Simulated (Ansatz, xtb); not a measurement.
Reaction 0.5 R1 + 0.5 R2 → P1, each structure at its B3LYP-D3(BJ)/def2-TZVP stationary point, reached from a drawn start (curvature not checked).
P1, CH2F2 (SMILES FCF) (charge 0, multiplicity 1):
```xyz
5

F     -1.0835    -0.7467    -0.0675
C     -0.0024     0.0779     0.0086
F      1.1267    -0.6773    -0.0892
H     -0.0084     0.5736     0.9808
H     -0.0324     0.7724    -0.8327
```
R1, CF4 (SMILES FC(F)(F)F) (charge 0, multiplicity 1):
```xyz
5

F     -0.03692    -1.03999    -0.82184
C     -0.00002     0.00000     0.00000
F     -0.13984     1.11936    -0.69702
F     -0.98589    -0.09793     0.88137
F      1.16257     0.01856     0.63749
```
R2, CH4 (SMILES C) (charge 0, multiplicity 1):
```xyz
5

C      0.0000     0.0000     0.0000
H      0.6289     0.6289     0.6289
H     -0.6289    -0.6289     0.6289
H      0.6289    -0.6289    -0.6289
H     -0.6289     0.6289    -0.6289
```

P less R. No zero-point or thermal terms.

Programs: Ansatz (a quantum-chemistry and plane-wave program) with Gaussian orbitals; xtb for the GFN methods. No computed number here is a measurement.

One of these levels gives 5.30 kcal/mol for the reaction energy. Which one is it?
A. HF/cc-pVQZ
B. HF/cc-pVDZ
C. BLYP/def2-TZVPP
D. GFN1-xTB

D, GFN1-xTB. The others give 12.71 (HF/cc-pVDZ), 11.50 (HF/cc-pVQZ), 9.47 (BLYP/def2-TZVPP)
